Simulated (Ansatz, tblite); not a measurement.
Forces on the cluster In2Se3 at its B3LYP-D4/def2-SVP geometry. Total charge 0; singlet.

In the def2 sets In takes a core potential; there is no spin–orbit coupling. The xTB rows come from tblite. Another isomer (singlet) lies 0.25 eV lower at PBE0-D4/def2-TZVP; other spin states weren't run for this one.

GFN1-xTB (tblite), largest force 0.78 eV/Å:

```xyz
5
positions Å, forces eV/Å
In   -0.491    1.135   -0.152   -0.324   -0.046    0.575
In    1.449   -1.579   -1.051   -0.174   -0.087    0.363
Se    0.803    1.021   -2.198    0.351    0.124   -0.687
Se   -1.580    0.690    2.022    0.031   -0.105    0.039
Se   -0.181   -1.268    1.380    0.116    0.114   -0.289
```

GFN2-xTB (tblite), largest force 0.61 eV/Å:

```
In -0.208 0.250 0.131
In 0.223 -0.385 -0.041
Se 0.217 0.203 -0.531
Se -0.013 -0.292 0.271
Se -0.220 0.225 0.171
```

PBE-D4/def2-TZVP (Ansatz), largest force 0.28 eV/Å:

```
In 0.077 -0.211 0.049
In -0.156 0.185 0.101
Se -0.068 -0.088 0.190
Se 0.173 -0.096 -0.201
Se -0.025 0.210 -0.138
```
